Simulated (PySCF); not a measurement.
Cartesian coordinates in Å; atom numbers follow the order of the lines, from 1:
```xyz
20

C     1.7058    2.8365    0.4912
C     1.1858    1.7563    0.4893
C     0.5593    0.4742    0.4658
Si    1.6039   -0.8779   -0.3495
O     1.1489   -2.2555    0.3944
O     1.3747   -0.9555   -1.9608
C    -0.3694    0.1571    1.6053
C    -0.9625    0.5121    0.2772
C    -1.6179   -0.5106   -0.5420
C    -2.5112   -0.2488   -1.4844
H     2.1674    3.7780    0.5024
H     3.0319   -0.6405   -0.2149
H     1.4773   -3.0953    0.0853
H     0.5819   -0.6249   -2.3748
H    -0.4220   -0.8739    1.9196
H    -0.4549    0.8745    2.4087
H    -1.3883    1.5056    0.1791
H    -1.3193   -1.5311   -0.3417
H    -2.9684   -1.0283   -2.0691
H    -2.8283    0.7587   -1.7011
```

PySCF 2.14.0 with density-fitted response routines calculation with geometry from GFN2-xTB and σ from GIAO-PBE0/pcSseg-1; relativity neglected, no solvent model, one computed conformer.

δ = σ(ref) − σ, references computed at the same level: TMS for ¹³C (σref 186.93), ¹H (σref 31.72), ²⁹Si (σref 349.16); ¹⁷O (σref 336.08) vs H2O.

| atoms | nucleus | count | Hirshfeld charge | δ (ppm) |
| --- | --- | --- | --- | --- |
| H11 | ¹H | 1 | 0.09 | 1.13 |
| H20 | ¹H | 1 | 0.05 | 5.70 |
| H18 | ¹H | 1 | 0.04 | ? |
| C8 | ¹³C | 1 | -0.03 | 37.2 |
| H15 | ¹H | 1 | 0.05 | 1.45 |
| H16 | ¹H | 1 | 0.06 | ? |
| O6 | ¹⁷O | 1 | -0.31 | ? |
| H13 | ¹H | 1 | 0.18 | 2.10 |
| C10 | ¹³C | 1 | -0.11 | 121.8 |
| C9 | ¹³C | 1 | -0.04 | 149.5 |
| Si4 | ²⁹Si | 1 | 0.46 | -27.2 |
| C7 | ¹³C | 1 | -0.07 | ? |
| H14 | ¹H | 1 | 0.17 | 2.54 |
| C2 | ¹³C | 1 | -0.04 | 92.6 |
| C1 | ¹³C | 1 | -0.13 | 69.4 |
| O5 | ¹⁷O | 1 | -0.30 | ? |
| H12 | ¹H | 1 | -0.08 | 5.00 |
| H19 | ¹H | 1 | 0.05 | 5.43 |
| H17 | ¹H | 1 | 0.05 | 1.95 |
| C3 | ¹³C | 1 | -0.08 | ? |

Q: Estimate the values marked ?.

A: 
- C7: 25.7 ppm, three-membered-ring carbon; carbons of three-membered rings are unusually shielded
- C3: 9.8 ppm, three-membered-ring carbon; carbons of three-membered rings are unusually shielded
- H18: 6.05 ppm, hydrogen on an alkene CH; attached to an sp2 carbon and in the plane of the double bond
- H16: 1.35 ppm, hydrogen on a three-membered-ring carbon; cyclopropane-type protons are shielded by the ring
- O5: 67.1 ppm, oxygen bonded to Si, H
- O6: 59.4 ppm, oxygen bonded to Si, H

The OH or NH signal is concentration- and solvent-dependent in practice; the value given is the gas-phase one. Shifts are as computed. Against solution values, carbons near 30 ppm lie about +3 ppm off and those near 130 ppm about +5 ppm. Of 1211 compounds with measured shifts, 218 miss one by over three times the rms of a fit or turn the order of signals round; such compounds aren't used in these exercises. Experimental scales use liquid or dissolved standards, which lie at an offset from isolated H2O (liquid H2O: subtract about 36 ppm).
